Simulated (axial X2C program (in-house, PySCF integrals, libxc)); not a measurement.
# Which molecule has these constants?

Calculated with an axial X2C code built on PySCF integrals, spin-free (one-electron X2C) or two-component (2c: spin–orbit coupling with atomic mean-field Coulomb and Gaunt terms, which also bring small scalar terms), in Dyall basis sets with cores contracted in-house; open shells are unrestricted.

A two-component PBE0 calculation in a Dyall 3-zeta basis gave Re = 2.143 Å, ωe = 472.9 cm⁻¹, De = 3.54 eV, Ω = 1.

Which molecule is it?
A. SeN⁻
B. PSe⁻
C. SbSe⁻

B. The others have SbSe⁻ 2.438 Å and 281.7 cm⁻¹ (Ω = 1); SeN⁻ 1.742 Å and 772.7 cm⁻¹ (Ω = 1).

Each entry is the lowest single determinant of a limited PBE0 search at one distance. De goes to single-determinant-based atoms at the same level (for ions the charge split of lowest energy) and is withheld (n/a) where an atom does not fit its ground term or J level. Main or longest-lived isotopes. One determinant is a doubtful description, or other states lie close, for PSe⁻, SbSe⁻, SeN⁻; these need not be ground states, and all values refer to the states named. Some open-shell Ω = 0 determinants are out of reach, so the Ω given for PSe⁻, SbSe⁻, SeN⁻ need not be the lowest component. With several unpaired electrons the Ω given is that of one determinant, not necessarily of the lowest component. The functionals have no current term, which raises determinants with orbital currents.
